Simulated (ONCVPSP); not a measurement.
# Pb (Z = 82) ONCV: all-electron and pseudo phase curves

lead (Pb), optimised norm-conserving Vanderbilt (ONCV), made with ONCVPSP 4.0.1 (PBEsol, scalar-relativistic). Core [Xe] 4f14 5d10, reference 6s2 6p1 (charge +1). Waves: 6s: rc 2.15 bohr, ncon 3, nbas 6, qcut 3.3 1/bohr, 3 projectors, debl 0.8 Ha; 6p: rc 2.40 bohr, ncon 3, nbas 7, qcut 3.6 1/bohr, 2 projectors, debl 3.4 Ha. Local part: polynomial inside 1.90 bohr (lpopt 5, dvloc0 2 Ha). Core correction: polynomial model core, fcfact 0.35.

The phase is arctan(r·R′/R) of the radial function R(r), unwrapped; energies in Ha, scanned from -2 to 5 Ha. A pole is an energy at which the radial function vanishes at the test radius. The pseudo phase is shifted by a multiple of π to meet the all-electron one at the reference energy, and phase errors are pseudo minus all-electron; the curves can meet again beyond the range given. Levels narrower than the energy grid can be missing from the lists of poles.

Problem. For each channel, where are the poles, and over which energies does the pseudopotential scatter like the atom?

Solution.

```csv
channel,radius (bohr),reference energy (Ha),"poles, all-electron","poles, pseudo",unbroken range about the reference energy with phases within 0.05 rad,phase error 1 Ha above the reference energy (rad)
s,2.19,-0.71,0.79,"0.79, 3.26",below 2.9,+0.000
p,2.43,-0.36,1.18,"1.15, 4.61",below 3.4,-0.003
```

Note: no bound ghost flagged; GHOST(+) flagged for s at 89.9 eV, p at 128.6 eV.

Phases in the s channel:

```tsv
E (Ha)	all-electron	pseudo
-1.98	1.015	1.015
-1.80	0.913	0.912
-1.62	0.758	0.758
-1.44	0.515	0.515
-1.26	0.140	0.140
-1.08	-0.328	-0.327
-0.90	-0.729	-0.729
-0.72	-0.996	-0.996
-0.54	-1.166	-1.166
-0.36	-1.278	-1.278
-0.18	-1.357	-1.357
0.00	-1.416	-1.416
0.18	-1.463	-1.462
0.36	-1.500	-1.500
0.54	-1.532	-1.532
0.72	-1.560	-1.560
0.90	-1.586	-1.586
1.08	-1.610	-1.610
1.26	-1.633	-1.633
1.44	-1.657	-1.657
1.62	-1.681	-1.681
1.80	-1.707	-1.707
1.98	-1.736	-1.736
2.16	-1.769	-1.770
2.34	-1.809	-1.811
2.52	-1.859	-1.864
2.70	-1.926	-1.938
2.88	-2.020	-2.060
3.06	-2.162	-2.362
3.24	-2.397	-4.568
3.42	-2.789	-5.344
3.60	-3.324	-5.885
3.78	-3.779	-6.517
3.96	-4.060	-6.982
4.14	-4.227	-7.244
4.32	-4.333	-7.396
4.50	-4.406	-7.493
4.68	-4.458	-7.559
4.86	-4.498	-7.608
```
